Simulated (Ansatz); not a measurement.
The same ligand exchange along the group B, Al, Ga, In.

Program: Ansatz. Geometries: PBE0-D4/def2-TZVP. ΔE: electronic, gas phase. CCSD(T)/CBS is the MP2 limit (def2-TZVPP, def2-QZVPP) plus CCSD(T) − MP2 in def2-TZVPP, frozen cores. This one scheme is used for every species. Functionals use def2-TZVPP. def2 core potentials past Kr. For Ga, In outer-core shells are correlated without core-valence functions, which leaves a few kJ/mol of doubt a bond. Scalar relativity is left out up to krypton. One conformer a species, not always the lowest.

```csv
reaction,ωB97X-V (kJ/mol),B2PLYP (kJ/mol),MP2/CBS(def2) (kJ/mol)
`OBS` + H₂S → `SBS` + H₂O,48,48,35
`[OH][AlH][SH]` + H₂S → `[SH][AlH][SH]` + H₂O,23,27,17
`[OH][GaH][SH]` + H₂S → `[SH][GaH][SH]` + H₂O,-28,-28,-37
`[OH][InH][SH]` + H₂S → `[SH][InH][SH]` + H₂O,-58,-58,-66
```

(1) Give the CCSD(T)/CBS values in the same order. (Estimate.)

Largest T1 diagnostic: 0.016, for `[OH][InH][SH]`.

Results:

(1) Ansatz gave: 41, 18, -35, -62 kJ/mol.
